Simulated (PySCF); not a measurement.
SMILES Cl[Si](Cl)(Cl)[NH][Ge]([Cl])([Cl])[Cl] (HCl₆GeNSi) (CAM-B3LYP/def2-SVP optimised geometry):

```
10

Si     1.753    -0.785    -0.131
Cl     0.744    -2.550     0.039
Cl     2.743    -0.743    -1.919
Cl     3.157    -0.626     1.347
N      0.618     0.489     0.000
Ge    -1.194     0.489     0.000
Cl    -2.009    -0.455     1.725
Cl    -1.753     2.550     0.000
Cl    -1.989    -0.470    -1.727
H      0.996     1.434     0.059
```

Method: CAM-B3LYP/def2-TZVP (PySCF 2.14.0).

Question: What are the frontier orbital energies and the dipole moment?

Answer: HOMO-2 -10.91 eV, HOMO-1 -10.78 eV, HOMO -10.26 eV, LUMO -0.77 eV, LUMO+1 0.85 eV; dipole moment 1.24 D.

On the same geometry PBE/def2-TZVP (PySCF) gives HOMO-2 -8.08 eV, HOMO-1 -7.98 eV, HOMO -7.42 eV, LUMO -2.81 eV, LUMO+1 -1.30 eV; dipole moment 1.18 D.

Meta-Löwdin charges at CAM-B3LYP/def2-TZVP: Si1 1.08, Cl2 -0.26, Cl3 -0.27, Cl4 -0.27, N5 -0.79, Ge6 1.04, Cl7 -0.26, Cl8 -0.27, Cl9 -0.26, H10 0.27.
